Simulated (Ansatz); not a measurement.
Two isomers of CH6O2SSi: A = `OC[SiH](O)S`, B = `OCO[SiH2]S`.

Calculated with Ansatz (gas phase, PBE0-D4/def2-TZVP geometries, no zero-point term in ΔE). CBS: MP2 limit from def2 TZ/QZ plus the TZ coupled-cluster correction, frozen cores. Functionals use def2-TZVPP. B3LYP here is the variant with VWN-RPA as its local correlation; programs differ in this. Each species was taken in one conformer, which may not be the lowest.

A:

```xyz
11

O    -0.679    0.849    1.532
C     0.387   -0.061    1.263
Si    0.511   -0.307   -0.599
O     0.628    1.141   -1.360
S    -1.340   -1.298   -1.060
H    -1.492    0.463    1.190
H     0.272   -1.002    1.817
H     1.300    0.414    1.632
H     1.679   -1.093   -1.056
H     0.063    1.833   -1.004
H    -1.331   -0.939   -2.355
```

B:

Z-matrix (Å, degrees):
```
C
O 1 1.399
O 1 1.397 2 112.4
H 1 1.093 2 110.3 3 -117.6
H 1 1.095 2 106.7 3 123.0
Si 2 1.650 1 122.3 3 47.6
H 3 0.962 1 108.7 2 68.9
S 6 2.131 2 113.2 1 43.0
H 6 1.478 2 105.8 1 159.4
H 6 1.482 2 110.5 1 -80.1
H 8 1.345 6 93.5 2 -76.8
```

(1) Which is lower in electronic energy at CCSD(T)/CBS, and by how much? (Best estimate.)

(2) Give E(B) − E(A) in kcal/mol with ωB97M-V, PBE0-D4, B3LYP, CCSD/def2-TZVPP, B2PLYP, B3LYP-D4, CCSD(T)/def2-TZVPP. (An estimate is asked.)

Largest T1 diagnostic: 0.012.

Answers

(1) Computed: A, by 8.8 kcal/mol.

(2) Ansatz gave: ωB97M-V 8.3, PBE0-D4 8.6, B3LYP 7.5, CCSD/def2-TZVPP 7.3, B2PLYP 7.7, B3LYP-D4 7.7, CCSD(T)/def2-TZVPP 7.6. None reverses the order clearly.

In def2-TZVPP, CCSD(T) changes the Hartree–Fock value by +3.4 kcal/mol (the triples alone add +0.2 kcal/mol) and MP2 by +4.5 kcal/mol.
